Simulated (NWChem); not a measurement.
System: C4H5N2 cation; SMILES n1ccc[nH+]c1

All runs: NWChem. Medium grid unless said otherwise, to which SCAN and Minnesota functionals are sensitive. The geometry was optimised at PBE0/def2-SVP.

For level r2SCAN0/def2-SVP:

- highest occupied level (eV) = -13.71
- orbital gap (eV) = 6.15

What are these values for level TPSSh/def2-SVP?


| Property | Value |
|---|---|
| highest occupied level (eV) | -12.58 |
| orbital gap (eV) | 4.55 |
